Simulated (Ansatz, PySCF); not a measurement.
C3H10AlNO (SMILES C[O][AlH][N](C)C), singlet, geometry from GFN2-xTB (such geometries of metal compounds can be far from the true shape), atoms displaced at random by about 0.03 Å a coordinate. Base run: PBE/STO-3G, gradient run with PySCF.

Here is a job for PySCF.
```python
from pyscf import gto, scf, dft

mol = gto.M(
    atom='''
Al   -0.542947    0.041478   -0.651911
H    -1.696381    0.511286   -1.429247
O     0.218723   -1.323416   -1.220301
C     0.900974   -2.409168   -1.698476
H     0.834555   -3.263326   -0.992298
H     0.398310   -2.786360   -2.571191
H     1.937117   -2.231743   -1.962473
N    -0.171915    0.972542    0.901098
C     0.878490    0.675332    1.842604
C    -0.961453    2.093772    1.208474
H     1.587082    1.583652    1.883301
H     0.515838    0.507496    2.843924
H     1.417621   -0.201036    1.525550
H    -1.423410    1.956984    2.205429
H    -0.318333    2.964860    1.212546
H    -1.727454    2.195046    0.458231
''',
    basis='sto-3g',
    charge=0,
    spin=0,
    verbose=4,
)

mf = dft.RKS(mol)
mf.xc = 'pbe'
mf.kernel()
g = mf.nuc_grad_method()
grad = g.kernel()
```

Programs used: Ansatz (a quantum-chemistry and plane-wave program), PySCF; a row that names a program was run with it.

The coordinate followed is x of atom 6.

Each row names what was changed in the base input (with any setting that the change needs).

```
change                                                  dE/dx (Eh/bohr)  net force (Eh/bohr)
------------------------------------------------------  ---------------  -------------------
base                                                           0.010901             0.000089
finite difference step (bohr) = 0.05; conv_tol = 1e-11         0.010887                    -
conv_tol = 1e-11                                               0.010901             0.000089
finite difference step (bohr) = 1e-4; conv_tol = 1e-11         0.010901                    -
grids.level = 5; grid_response = on                            0.010903             0.000000
code = ansatz                                                  0.010903             0.000000
density fitting = on; auxbasis_response = off                  0.010927             0.001764
grids.level = 0; grid_response = on                            0.011128             0.000000
grids.level = 1; grid_response = on                            0.010884             0.000000
density fitting = on                                           0.010905             0.000089
conv_tol = 1e-4                                                0.010910             0.000089
grids.level = 0; grid_response = off                           0.011435             0.004942
```

The net force is zero for an exact gradient.
